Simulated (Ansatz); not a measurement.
One change: `FC(Cl)CBr` becomes `CC(F)CBr`.

Ansatz, PBE0-D4/def2-TZVP geometries, multiplicity 1. Each molecule was computed in one conformer, which needn't be the lowest.

Scalar relativity is left out up to krypton. Spin–orbit coupling is left out; it splits and shifts lone-pair levels of the heavy atoms by tenths of an eV.

```tsv
property	`FC(Cl)CBr`
HOMO energy (B3LYP/def2-TZVPP) / eV	-8.11
HOMO–LUMO gap (PBE/def2-TZVPP) / eV	5.47
zero-point energy (PBE0-D4/def2-TZVP) / kJ/mol	130.9
LUMO energy (ωB97M-V/def2-TZVPP) / eV	1.60
LUMO energy (PBE/def2-TZVPP) / eV	-1.57
HOMO–LUMO gap (PBE0/def2-TZVPP) / eV	7.85
```

What does the change do to each property? (An estimate is asked.)

Computed: 
```
                                      property  `CC(F)CBr`  shift
           HOMO energy (B3LYP/def2-TZVPP) / eV       -7.71   0.40
           HOMO–LUMO gap (PBE/def2-TZVPP) / eV        5.62   0.15
zero-point energy (PBE0-D4/def2-TZVP) / kJ/mol       228.2   97.3
         LUMO energy (ωB97M-V/def2-TZVPP) / eV        1.92   0.32
             LUMO energy (PBE/def2-TZVPP) / eV       -1.03   0.54
          HOMO–LUMO gap (PBE0/def2-TZVPP) / eV        7.95   0.10
```

With PBE0 the HOMO rises by 0.40 eV and the LUMO rises by 0.51 eV, so the gap widens by about 0.11 eV. PBE moves the HOMO by 0.39 eV and ωB97M-V by 0.39 eV. The zero-point energy changes by 97.3 kJ/mol with +9 modes.

Positive LUMOs are unbound, so they and the gaps depend on the basis.

B3LYP here is the variant with VWN-RPA as its local correlation; programs differ in this.
